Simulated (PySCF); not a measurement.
Magnetic shielding above rings: a mixed set.

NICS = −σ at a ghost point: NICS(0) at the centroid of the ring atoms, NICS(1) 1 Å to either side along the normal of their mean plane, zz for the tensor component along that normal. Level: GIAO PBE0/pcSseg-1 (PySCF, non-relativistic, gas phase) on the GFN2-xTB geometries, one conformer each. Atom numbers follow the mapped SMILES.

Question: Order these rings by mean NICS(1)zz, lowest (most negative) first (ppm).
A. ring C6–C7–C8–C9–C10 in `[CH3:1][C:2]([CH3:3])([CH3:4])[CH:5]=[C:6]1[CH:7]=[CH:8][CH:9]=[CH:10]1`
B. ring C3–C5–C6 in `[CH:1]#[C:2][C@:3]1([CH3:4])[CH:5]=[C:6]1[O:7][CH:8]=[O:9]`
C. ring C3–C4–C5–C6–C7–C8 in `[CH3:1][CH2:2][c:3]1[cH:4][cH:5][cH:6][cH:7][c:8]1[CH2:9][CH3:10]`
D. ring C1–C2–C3 in `[CH2:1]1[CH2:2][CH:3]1[C@@H:4]1[CH2:5][C@H:6]1[C@H:7]1[C@@H:8]2[CH2:9][C@H:10]12`
E. ring C8–C9–C10 in `[CH2:1]=[CH:2][C@@H:3]1[CH2:4][CH2:5][C@@H:6]1[CH:7]=[C:8]1[CH2:9][CH2:10]1`
F. ring C4–C5–C6–C7 in `[CH2:1]=[CH:2][C@:3]1([CH:4]2[CH2:5][CH2:6][CH2:7]2)[CH2:8][C:9]1=[CH2:10]`
G. ring C4–C5–C6–N7–C9–C10 in `[O:1]=[CH:2][O:3][c:4]1[cH:5][cH:6][n+:7]([O-:8])[cH:9][cH:10]1`

Answer: C (-27.6), D (-22.1), G (-20.4), E (-19.1), B (-11.2), A (-5.0), F (4.0).

```json
{"SMILES": "CCc1ccccc1CC", "ring": "6-membered carbocycle; formal bonds all aromatic", "NICS(0)": "-8.7", "NICS(1)": "-11.2", "NICS(1)zz": "-27.6", "HOMA": "0.99", "rms pucker (Å)": "0.00", "ring atoms with four or more neighbours": "0"}
{"SMILES": "C1CC1[C@@H]1C[C@H]1[C@H]1[C@@H]2C[C@@H]21", "ring": "3-membered carbocycle; formal bonds all single", "NICS(0)": "-43.5", "NICS(1)": "-8.6", "NICS(1)zz": "-22.1", "HOMA": "–", "rms pucker (Å)": "0.00", "ring atoms with four or more neighbours": "3"}
{"SMILES": "O=COc1cc[n+]([O-])cc1", "ring": "6-membered ring with N; formal bonds all aromatic", "NICS(0)": "-7.3", "NICS(1)": "-8.3", "NICS(1)zz": "-20.4", "HOMA": "0.97", "rms pucker (Å)": "0.00", "ring atoms with four or more neighbours": "0"}
{"SMILES": "C=C[C@@H]1CC[C@@H]1C=C1CC1", "ring": "3-membered carbocycle; formal bonds all single", "NICS(0)": "-31.5", "NICS(1)": "-7.7", "NICS(1)zz": "-19.1", "HOMA": "–", "rms pucker (Å)": "0.00", "ring atoms with four or more neighbours": "2"}
{"SMILES": "C#C[C@]1(C)C=C1OC=O", "ring": "3-membered carbocycle; formal bonds 1 double, 2 single", "NICS(0)": "-31.3", "NICS(1)": "-5.6", "NICS(1)zz": "-11.2", "HOMA": "–", "rms pucker (Å)": "0.00", "ring atoms with four or more neighbours": "1"}
{"SMILES": "CC(C)(C)C=C1C=CC=C1", "ring": "5-membered carbocycle; formal bonds 2 double, 3 single", "NICS(0)": "-0.1", "NICS(1)": "-4.0", "NICS(1)zz": "-5.0", "HOMA": "0.03", "rms pucker (Å)": "0.00", "ring atoms with four or more neighbours": "0"}
{"SMILES": "C=C[C@]1(C2CCC2)CC1=C", "ring": "4-membered carbocycle; formal bonds all single", "NICS(0)": "0.0", "NICS(1)": "-0.4", "NICS(1)zz": "4.0", "HOMA": "–", "rms pucker (Å)": "0.08", "ring atoms with four or more neighbours": "4"}
```

NICS(0) gives another order. The isotropic NICS(1) gives the same order. HOMA uses Krygowski's 1993 parameters; it is left out where a ring has a four-coordinate atom, a triple bond, no multiple bond or a kind of bond without parameters. NICS(1) and NICS(1)zz are means over the two faces.
